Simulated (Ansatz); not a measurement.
The same path of ClH3HfO3 + H2 (10 atoms, charge 0, multiplicity 1) was run twice with different band settings.

The calculation used Ansatz, RKS revPBE-D4/def2-SVP.

Relaxed end points:

```xyz
10
Properties=species:S:1:pos:R:3
Hf -0.246 -0.424 0.170
Cl -0.091 -0.200 2.558
O 1.528 -0.539 -0.580
H 2.355 -0.634 -1.067
O -1.191 1.096 -0.555
H -1.564 1.839 -1.042
O -1.223 -2.040 -0.229
H -1.742 -2.772 -0.580
H 1.715 2.809 1.179
H 1.429 2.328 1.702
```

```xyz
10
Properties=species:S:1:pos:R:3
Hf 0.198 -0.547 -0.113
Cl 1.233 -0.143 2.019
O 1.476 -1.418 -1.270
H 2.030 -1.712 -2.003
O -0.345 1.137 -0.881
H -0.762 1.902 -1.296
O -1.343 -1.682 0.145
H -2.068 -2.317 0.107
H 0.148 3.483 2.411
H 0.404 2.761 2.438
```

Common settings: spring 5.0 eV/Å²; optimiser quadratic models (default); start path through a guess of the saddle point; force threshold 0.05 eV/Å; iteration limit 60; end points relaxed.

| run | movable images | climbing image |
| --- | --- | --- |
| 1 | 5 | yes |
| 2 | 1 | no |

Problem. What does each run give, and how far can it be trusted?

Solution. Run 1: converged after 41 iterations, highest image 0.016 eV above the first end. The top lies less than 8 meV above the higher end, about what the thresholds resolve: that end is a shoulder or a very shallow well. A vibrational analysis at the climbing image gives no mode beyond 40i cm⁻¹: the surface is too flat there to confirm a saddle point.
Run 2: converged after 24 iterations, highest image 0.022 eV above the first end. The top lies less than 8 meV above the higher end, about what the thresholds resolve: that end is a shoulder or a very shallow well. No image climbed, so the highest image needn't sit at the top of the path. So few images can step over the top or miss a turn of the path.
